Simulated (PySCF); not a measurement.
# Ni⁺ (nickel, charge +1) across methods

[Ar] 3d8 4p1, one real determinant (an excited configuration). Computed with PySCF 2.14 in aug-cc-pVTZ (8s7p5d3f2g, 93 functions), with the non-relativistic Hamiltonian (point nucleus).

| method | E (hartree) | mean ε 3d α (eV) | mean ε 3d β (eV) | mean ε 4p α (eV) | Σ⟨r²⟩ (bohr²) | ⟨S²⟩ |
| --- | --- | --- | --- | --- | --- | --- |
| M06-2X | -1507.751 | -26.400 | -24.107 | -10.177 | 27.98 | 3.753 |
| revPBE | -1507.679 | -20.453 | -18.717 | -9.001 | 27.93 | 3.750 |
| r2SCAN | -1507.772 | -20.832 | -19.137 | -9.144 | 27.63 | 3.751 |
| LDA | -1505.076 | -20.860 | -18.928 | -9.054 | 27.68 | 3.750 |
| PBEsol | -1506.243 | -20.555 | -18.695 | -8.992 | 27.77 | 3.750 |
| MN15 | -1507.982 | -24.373 | -22.302 | -9.966 | 27.93 | 3.751 |
| PBE | -1507.525 | -20.537 | -18.787 | -9.018 | 27.88 | 3.750 |
| PBE0 | -1507.555 | -23.278 | -21.341 | -9.608 | 27.91 | 3.751 |

Estimate the same row for UHF.

E (hartree) = -1506.43724; mean ε 3d α (eV) = -30.866; mean ε 3d β (eV) = -28.252; mean ε 4p α (eV) = -10.898; Σ⟨r²⟩ (bohr²) = 28.78; ⟨S²⟩ = 3.752.

⟨L²⟩ = 14.01 against 20 for a pure G term, so this real determinant mixes terms.
